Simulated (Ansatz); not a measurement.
Two shapes of singlet Mg₄O₄.

Shape 1:

```xyz
8

Mg   -0.9750   -0.9750   -0.9751
O    -0.9750   -0.9751    0.9750
O    -0.9751    0.9750   -0.9749
Mg   -0.9749    0.9750    0.9751
O     0.9749   -0.9750   -0.9749
Mg    0.9751   -0.9750    0.9750
Mg    0.9750    0.9751   -0.9749
O     0.9750    0.9751    0.9750
```

Shape 2:

```xyz
8

Mg   -0.9807   -0.9527   -0.9187
O    -1.0518   -1.0010    0.9858
O    -1.0572    0.9934   -1.0387
Mg   -0.9181    0.9829    0.9312
O     1.0007   -1.0637   -1.0061
Mg    0.9122   -0.9412    0.9802
Mg    0.9263    0.9569   -0.8923
O     1.0366    1.0452    0.9802
```

Basis set: cc-pVDZ (spherical functions). Frozen core: 8 orbitals. Charge 0, multiplicity 1.

Computed with Ansatz (development build ahead of 0.2.0); each method stands on the lowest determinant of its kind that the runs found.

(1) Which shape is lower in energy, and by how much in each method?

## Answers

(1)

```csv
method,E(2) − E(1) (eV)
RHF,-0.347
RHF-MP2,-0.367
```

Shape 2 is lower.
